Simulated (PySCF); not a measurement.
Computed Raman spectrum (relative Raman activity) of a molecule C4H5Br. Coordinates come from a PBE0-D3(BJ)/def2-SVP optimisation. The values are those of a single conformer. Method: PBE0-D3(BJ)/def2-SVP (PySCF). Frequencies are harmonic and unscaled.

Lines under 2 % of the strongest are left out, and lines within 2 cm⁻¹ are merged.

```
ν (cm⁻¹)  relative intensity
--------  ------------------
269                      2.3
443                      3.3
690                      3.5
874                      3.0
1088                     6.9
1147                      13
1379                     5.5
1417                     5.0
1451                     5.3
1476                      10
2092                     9.5
3053                     100
3134                      53
3144                      70
3180                      26
3224                      51
```

Problem. Pick the molecule that these values belong to.
A. C#CCCBr
B. BrC1=CCC1
C. CC=C=CBr
D. C=C=C(C)Br

Solution. C, CC=C=CBr
